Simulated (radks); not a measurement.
Excited configurations of Ce III: one electron is placed in a higher orbital outside [Xe] 4f1. The ground configuration is [Xe] 4f2. Method: Dirac Kohn-Sham, PBE, spin-unpolarised, spherical densities, finite nucleus; open shells fill j = l - 1/2 first; Fermi nuclear charge, rms radius 4.8771 fm; computed with a radial shooting solver on a logarithmic mesh with Libxc functionals. Excitation = E - E(ground); binding = E(ion) - E, where the ion is the core of charge +3; n* = 3/sqrt(2 binding) in atomic units, and the quantum defect is n - n*.

outer orbital  excitation (eV)  binding (eV)     n*  quantum defect  eigenvalue (eV)  <r> (bohr)
5d3/2                    1.316        19.319  2.518           2.482          -14.965       2.523
5f5/2                   12.717         7.919  3.932           1.068           -6.241       5.721
6s1/2                    2.837        17.799  2.623           3.377          -14.883       3.619
6p1/2                    6.386        14.250  2.931           3.069          -11.833       4.202
6d3/2                   11.346         9.290  3.630           2.370           -7.737       5.888
6f5/2                   15.333         5.303  4.805           1.195           -4.384       9.815
7s1/2                   11.235         9.401  3.609           3.391           -8.072       6.752
7p1/2                   12.608         8.028  3.906           3.094           -6.850       7.614
7d3/2                   14.836         5.800  4.595           2.405           -4.915       9.960
7f5/2                   16.903         3.733  5.727           1.273           -3.170       14.92

The Delta-SCF ionisation energy is 20.636 eV (NIST Atomic Spectra Database: 20.197 eV, semi-empirical). Self-interaction in the functional shifts the binding energies and quantum defects, so they are the method's values and not measured ones. Spin polarisation and multiplet splitting are left out, so open shells lie too high by an amount that depends on their filling.

Beside tabulated values, note that spin-unpolarised runs miss the spin-polarisation part of the exchange energy of open shells.
